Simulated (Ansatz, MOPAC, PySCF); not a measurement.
Species: MgCl2 (charge 0, singlet). SMILES: [Cl][Mg][Cl]
Geometry: optimised at B3LYP-D3(BJ)/def2-TZVP (Ansatz, a first-principles code).

Property: vertical ionisation energy to the doublet, in eV. Terms: frozen cores in correlated levels; 6-311+G** with 5d, 6d on Na to Ar in Ansatz; 6-31G* and kin with 6d, 5d where marked; PM7 with its own dispersion and hydrogen-bond terms; each state is the SCF solution reached for its charge and spin; UHF or UKS for open shells; non-relativistic; no spin-orbit coupling; dispersion terms only where a functional's name holds one. First-principles rows: single points at B3LYP-D3(BJ) geometries (Ansatz). Semi-empirical rows: differences of heats of formation at the shared geometry for vertical values.

```json
[
 {"level": "PM3", "program": "MOPAC", "vertical ionisation energy to the doublet (eV)": "10.61"},
 {"level": "PM7", "program": "MOPAC", "vertical ionisation energy to the doublet (eV)": "11.30"},
 {"level": "MNDO", "program": "MOPAC", "vertical ionisation energy to the doublet (eV)": "11.98"},
 {"level": "HF/6-31G*", "program": "Ansatz", "vertical ionisation energy to the doublet (eV)": "10.77"},
 {"level": "HF/6-311+G**", "program": "Ansatz", "vertical ionisation energy to the doublet (eV)": "10.75"},
 {"level": "PBE/6-31G*", "program": "Ansatz", "vertical ionisation energy to the doublet (eV)": "10.67"},
 {"level": "PBE/6-311+G**", "program": "Ansatz", "vertical ionisation energy to the doublet (eV)": "10.73"},
 {"level": "B3LYP/STO-3G", "program": "Ansatz", "vertical ionisation energy to the doublet (eV)": "8.64"},
 {"level": "B3LYP/3-21G", "program": "Ansatz", "vertical ionisation energy to the doublet (eV)": "11.15"},
 {"level": "B3LYP/6-311+G**", "program": "Ansatz", "vertical ionisation energy to the doublet (eV)": "11.12"},
 {"level": "M06-2X/6-31G* (5d)", "program": "PySCF", "vertical ionisation energy to the doublet (eV)": "11.58"},
 {"level": "MP2/6-31G*", "program": "Ansatz", "vertical ionisation energy to the doublet (eV)": "11.49"},
 {"level": "MP2/6-311+G**", "program": "Ansatz", "vertical ionisation energy to the doublet (eV)": "11.51"},
 {"level": "B3LYP/def2-TZVPD", "program": "Ansatz", "vertical ionisation energy to the doublet (eV)": "11.06"},
 {"level": "M06-2X/def2-TZVPD", "program": "PySCF", "vertical ionisation energy to the doublet (eV)": "11.57"},
 {"level": "wB97M-V/def2-TZVPD", "program": "Ansatz", "vertical ionisation energy to the doublet (eV)": "11.66"}
]
```

No value to compare with is used here. The 13 habitual levels span 8.64 (B3LYP/STO-3G) to 11.98 eV (MNDO); M06-2X/def2-TZVPD gives 11.57.

The levels are drawn from those run, B3LYP/6-31G* more often than the rest, none by its result; runs whose electronic state is in doubt are left out.
